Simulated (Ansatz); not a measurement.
`C[SiH](Cl)S[SiH2]Cl` + CH₄ → `C[SiH2]S[SiH](C)Cl` + HCl  (formal exchange of groups at the Si–Cl bond)

Program: Ansatz. Geometries: PBE0-D4/def2-TZVP. ΔE: electronic, gas phase. CCSD(T)/CBS is the MP2 limit (def2-TZVPP, def2-QZVPP) plus CCSD(T) − MP2 in def2-TZVPP, frozen cores. This one scheme is used for every species. Functionals use def2-TZVPP. B3LYP here is the variant with VWN-RPA as its local correlation; programs differ in this. One conformer a species, not always the lowest.

`C[SiH](Cl)S[SiH2]Cl`:

```xyz
12

C    -0.003   -2.152   -1.127
Si   -0.428   -0.470   -0.479
Cl   -0.305    0.918   -1.994
S     0.975   -0.023    1.070
Si    0.544    2.022    1.450
Cl   -1.438    2.327    1.887
H     1.011   -2.163   -1.533
H    -0.700   -2.434   -1.919
H    -0.068   -2.891   -0.325
H    -1.808   -0.387    0.045
H     0.868    2.873    0.288
H     1.351    2.380    2.636
```

CH₄:

Z-matrix (Å, degrees):
```
C
H 1 1.090
H 1 1.090 2 109.5
H 1 1.090 2 109.5 3 -120.0
H 1 1.090 2 109.5 3 120.0
```

`C[SiH2]S[SiH](C)Cl`:

Cartesian coordinates in Å:
```
C -0.299 1.012 -2.505
Si -0.377 1.385 -0.684
S 1.470 0.886 0.302
Si 1.035 -1.081 0.970
C -0.209 -1.139 2.343
Cl 0.325 -2.257 -0.577
H -1.229 1.315 -2.993
H -0.149 -0.056 -2.669
H 0.528 1.553 -2.970
H -1.491 0.646 -0.033
H -0.564 2.839 -0.446
H 2.339 -1.650 1.382
H -0.369 -2.172 2.661
H -1.165 -0.722 2.023
H 0.157 -0.559 3.194
```

HCl:

Z-matrix (Å, degrees):
```
Cl
H 1 1.279
```

Question: Is it downhill or uphill in electronic energy at CCSD(T)/CBS, and by how much? (Estimate.)

Answer: The calculation gave: Uphill: ΔE = +97.9 kJ/mol.

Question: What do these levels give: PBE-D4, ωB97X-V, PBE, PBE0, B3LYP, HF/def2-TZVPP, SCS-MP2/def2-TZVPP, CCSD/def2-TZVPP, HF/def2-QZVPP, MP2/def2-QZVPP, SCS-MP2/def2-QZVPP, CCSD/CBS(def2)? (An estimate is asked.)

Answer: The calculation gave: PBE-D4 96.5, ωB97X-V 98.3, PBE 97.8, PBE0 98.5, B3LYP 102.5, HF/def2-TZVPP 107.9, SCS-MP2/def2-TZVPP 100.1, CCSD/def2-TZVPP 95.0, HF/def2-QZVPP 107.9, MP2/def2-QZVPP 101.8, SCS-MP2/def2-QZVPP 101.9, CCSD/CBS(def2) 98.4 kJ/mol.

Largest T1 diagnostic among the species: 0.010.

In def2-TZVPP, CCSD(T) changes the Hartree–Fock value by −13.4 kJ/mol (the triples alone add −0.5 kJ/mol) and MP2 by −8.1 kJ/mol.
